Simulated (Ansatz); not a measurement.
Consider the formal exchange of groups at the Si–F bond: `CC(=O)O[Si](F)(OC(C)=O)OC(C)=O` + `COC(C)=O` → `CC(=O)O[Si](OC(C)=O)(OC(C)=O)OC(C)=O` + `CF`.

Program: Ansatz. Geometries: PBE0-D4/def2-TZVP. ΔE: electronic, gas phase. CBS: MP2 limit from def2 TZ/QZ plus the TZ coupled-cluster correction, frozen cores. This one scheme is used for every species. DFT in def2-TZVPP. One conformer a species, not always the lowest.

(1) Is it downhill or uphill in electronic energy at CCSD(T)/CBS, and by how much? (Best estimate.)

(2) What do these levels give: revPBE-D4, r2SCAN0-D4, r2SCANh, LC-ωPBE, CCSD(T)/def2-SVP, SCS-MP2/def2-TZVPP? (An estimate is asked.)

Largest T1 diagnostic among the species: 0.015.

Results:

(1) Ansatz gave: Uphill: ΔE = +62.4 kJ/mol.

(2) Ansatz gave: revPBE-D4 56.6, r2SCAN0-D4 61.1, r2SCANh 65.6, LC-ωPBE 66.6, CCSD(T)/def2-SVP 55.4, SCS-MP2/def2-TZVPP 64.0 kJ/mol.

Leaving LDA and LC-ωPBE aside and taking each functional with its dispersion term where it has one, the values, not all of them listed here, spread over 12.0 kJ/mol, from BHLYP-D4 to B2PLYP. From BLYP to BHLYP (50 % exact exchange), in def2-TZVPP and without D4, ΔE moves by −4.7 kJ/mol. At CCSD(T), def2-SVP lies −7.0 kJ/mol from the extrapolated value and def2-TZVPP −1.0 kJ/mol.
